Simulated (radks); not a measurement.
Dynamic dipole polarisability and lines of neutral potassium, [Ar] 4s1. Calculated with a radial shooting solver on a logarithmic mesh with Libxc functionals: non-relativistic Kohn-Sham, exchange-only LDA, spin-polarised, spherical densities, point nucleus; open shells are filled with parallel spins first. Time-dependent linear response with the Hartree and adiabatic exchange-only LDA kernel, continuum included through the Sternheimer equations. Lines are the poles of the dipole polarisability below minus the highest occupied eigenvalue, found on a grid refined at the orbital gaps; the lowest seven at most are given, and weak or close lines can be missed. The first line takes the name of the lowest orbital gap if no other gap lies below it; otherwise a line is named after a gap within 0.6 % of it, if that gap stands alone.

| photon energy (eV) | alpha (bohr^3) |
|---|---|
| 0 | 297.4 |
| 0.036 | 297.6 |
| 0.252 | 305.0 |
| 0.467 | 325.4 |
| 0.683 | 364.6 |
| 0.899 | 437.5 |
| 1.114 | 588.6 |
| 1.330 | 1023 |
| 1.546 | 8744 |
| 1.761 | -1107 |
| 1.977 | -474.9 |

Lines (eV, oscillator strength): 1.572 (788.9 nm, 4s-4p), f = 0.958. Higher lines, where found, are left out when the end of the mesh affects them. Those listed give 97 % of the static polarisability (sum of f/w^2). Orbital energy gaps for comparison: 4s-4p 1.492 eV. At laser wavelengths: 1550 nm 398.3, 1064 nm 649.0 bohr^3. Measured terms reached by dipole lines (averaged over J; NIST Handbook of Basic Atomic Spectroscopic Data, eV): 4s-4p 1.615; 4s-5p 3.064; those above the model threshold have no computed partner.
